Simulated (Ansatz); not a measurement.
Job for Ansatz (a first-principles code): R-CCSD(T)/cc-pV(T+d)Z on SO2 (SMILES O=[S+][O-]). The basis file is the Basis Set Exchange's JSON of that set.

Ansatz 0.2 input:
```yaml
crystal:
  periodic: [false, false, false]
  atoms:
    - {symbol: S, position_ang: [-0.00000000, -0.00000000, 0.48775336]}
    - {symbol: O, position_ang: [0.00000000, 1.23858797, -0.24382668]}
    - {symbol: O, position_ang: [0.00000000, -1.23858797, -0.24382668]}
basis:
  gaussian:
    orbitals: cc-pV_T+d_Z.json
magnetization: {spin_polarized: false}
correlation: {method: ccsd_t, electrons: outside_noble_gas}
scf: {lower_state_search: off}
```

### Question
Predict the final total energy.

### Answer
-547.9867 hartree (reference determinant -547.3016, T1 diagnostic 0.021).

### Question
How many basis functions does it have, and what does it roughly cost on one machine?

### Answer
99 functions; very roughly 5 core-seconds.
